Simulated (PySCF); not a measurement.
dimethyl telluride (C₂H₆Te), singlet, geometry from GFN2-xTB (all electrons, no relativity); PySCF with HF/STO-3G.

Here is a job for PySCF.
```python
from pyscf import gto, scf

mol = gto.M(
    atom='''
C     1.51403960   -0.61814695    0.97361016
Te    0.01637111    0.19648656   -0.35400888
C    -1.60205503   -0.43829160    0.92933228
H     1.38011691   -1.68745138    1.07645886
H     2.48866467   -0.41855255    0.54994310
H     1.44343271   -0.14926988    1.94678120
H    -1.59498997   -1.51573359    1.03418433
H    -2.53486000   -0.12860379    0.47856174
H    -1.50556944    0.02094119    1.90487761
''',
    basis='sto-3g',
    verbose=4,
)

mf = scf.RHF(mol)
mf.kernel()
```

What the program printed (banner, timings and long lists left out):

```
PySCF version 2.14.0

[INPUT] verbose = 4
[INPUT] num. atoms = 9
[INPUT] num. electrons = 70
[INPUT] charge = 0
[INPUT] spin (= nelec alpha-beta = 2S) = 0
[INPUT] symmetry False subgroup None
[INPUT] Mole.unit = angstrom
[INPUT] Symbol           X                Y                Z      unit          X                Y                Z       unit  Magmom
[INPUT]  1 C      1.514039600000  -0.618146950000   0.973610160000 AA    2.861120185746  -1.168128440235   1.839856554494 Bohr   0.0
[INPUT]  2 Te     0.016371110000   0.196486560000  -0.354008880000 AA    0.030936914255   0.371305785558  -0.668979828864 Bohr   0.0
[INPUT]  3 C     -1.602055030000  -0.438291600000   0.929332280000 AA   -3.027445243182  -0.828251086697   1.756183487918 Bohr   0.0
[INPUT]  4 H      1.380116910000  -1.687451380000   1.076458860000 AA    2.608042979781  -3.188820956719   2.034212429762 Bohr   0.0
[INPUT]  5 H      2.488664670000  -0.418552550000   0.549943100000 AA    4.702894642181  -0.790949688238   1.039241843094 Bohr   0.0
[INPUT]  6 H      1.443432710000  -0.149269880000   1.946781200000 AA    2.727692501139  -0.282079191847   3.678883292452 Bohr   0.0
[INPUT]  7 H     -1.594989970000  -1.515733590000   1.034184330000 AA   -3.014094214728  -2.864321362904   1.954325146017 Bohr   0.0
[INPUT]  8 H     -2.534860000000  -0.128603790000   0.478561740000 AA   -4.790191164115  -0.243025941681   0.904350622295 Bohr   0.0
[INPUT]  9 H     -1.505569440000   0.020941190000   1.904877610000 AA   -2.845113903115   0.039573113822   3.599696983716 Bohr   0.0

nuclear repulsion = 245.740803929812
number of shells = 23
number of NR pGTOs = 129
number of NR cGTOs = 43
basis = sto-3g
ecp = {}

******** <class 'pyscf.scf.hf.RHF'> ********
method = RHF
initial guess = minao
damping factor = 0
level_shift factor = 0
DIIS = <class 'pyscf.scf.diis.CDIIS'>
diis_start_cycle = 1
diis_space = 8
diis_damp = 0
SCF conv_tol = 1e-09
SCF conv_tol_grad = None
SCF max_cycles = 50
direct_scf = True
direct_scf_tol = 1e-13
Set gradient conv threshold to 3.16228e-05
Initial guess from minao.
init E= -6605.14669024898
  HOMO = -0.470480639134526  LUMO = -0.112679330905764  gap/eV = 9.73627
cycle= 1 E= -6625.33219792558  delta_E= -20.2  |g|= 0.392  |ddm|= 3.44
  HOMO = -0.136738320385367  LUMO = 0.312122688695787  gap/eV = 12.21413
cycle= 2 E= -6625.43166723086  delta_E= -0.0995  |g|= 0.132  |ddm|= 1.01
  HOMO = -0.198921359796731  LUMO = 0.309658013425252  gap/eV = 13.83915
cycle= 3 E= -6625.43784710107  delta_E= -0.00618  |g|= 0.0274  |ddm|= 0.204
  HOMO = -0.216861762375757  LUMO = 0.291869027520102  gap/eV = 13.84327
cycle= 4 E= -6625.43839736588  delta_E= -0.00055  |g|= 0.00351  |ddm|= 0.0748
  HOMO = -0.217313011444084  LUMO = 0.291089362521972  gap/eV = 13.83433
cycle= 5 E= -6625.43840533036  delta_E= -7.96e-06  |g|= 0.000341  |ddm|= 0.00976
  HOMO = -0.217345013692354  LUMO = 0.29123769962247  gap/eV = 13.83924
cycle= 6 E= -6625.43840541833  delta_E= -8.8e-08  |g|= 4.36e-05  |ddm|= 0.00104
  HOMO = -0.217344171652736  LUMO = 0.291225900319012  gap/eV = 13.83890
cycle= 7 E= -6625.43840542003  delta_E= -1.71e-09  |g|= 4.18e-06  |ddm|= 0.000158
  HOMO = -0.217344929603109  LUMO = 0.291227862769282  gap/eV = 13.83897
cycle= 8 E= -6625.43840542004  delta_E= -5.46e-12  |g|= 5.37e-07  |ddm|= 1.63e-05
  HOMO = -0.217344773214995  LUMO = 0.291227925572309  gap/eV = 13.83897
Extra cycle  E= -6625.43840542003  delta_E= 7.28e-12  |g|= 1.66e-07  |ddm|= 1.22e-06
converged SCF energy = -6625.43840542003
```
